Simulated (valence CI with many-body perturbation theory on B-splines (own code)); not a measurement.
## Missing levels of Co13+

Level of theory: valence CI with perturbative core correlation (CI+MBPT): four valence electrons over a frozen Dirac-Fock core [Ne], a basis of 11 s, 11 p, 9 d, 7 f, 5 g, 2 h, 1 i functions for each j, with the one-electron correlation potential Σ1, the two-electron term Σ2, the three-electron term Σ3, Breit, model QED; selected CI, second order for the rest (own B-spline code, finite nucleus).

No measured spectrum was set against this ion. As an estimate, levels of excited configurations hold to 0.05 to 0.15 % of their energy, terms of the ground configuration to about 0.5 %.

```tsv
Level	E (cm⁻¹)
3s2 3p2 3P_0	0
3s2 3p2 3P_1	11843
3s2 3p2 3P_2	22686
3s2 3p2 1D_2	55027
3s2 3p2 1S_0	101290
3s 3p3 5S°_2	?
3s 3p3 3D°_1	310850
3s 3p3 3D°_2	311060
3s 3p3 3D°_3	314900
3s 3p3 3P°_0	?
3s 3p3 3P°_1	?
3s 3p3 3P°_2	357890
3s 3p3 1D°_2	?
3s 3p3 3S°_1	446670
3s2 3p 3d 3F°_2	461250
3s2 3p 3d 3F°_3	?
3s 3p3 1P°_1	?
3s2 3p 3d 3F°_4	482070
3s2 3p 3d 3P°_2	520890
3s2 3p 3d 3P°_1	530230
```

Names give the largest LS component (configuration and term), which can be under half, so a name can repeat, a term be missing and a line seem to break the LS rules; names also repeat where a configuration has a term twice.

Q: The levels stand in rising order. What does the calculation give for the missing energies?

A: 3s 3p3 5S°_2 233980; 3s 3p3 3P°_0 356000; 3s 3p3 3P°_1 357020; 3s 3p3 1D°_2 392000; 3s2 3p 3d 3F°_3 469550; 3s 3p3 1P°_1 473280.
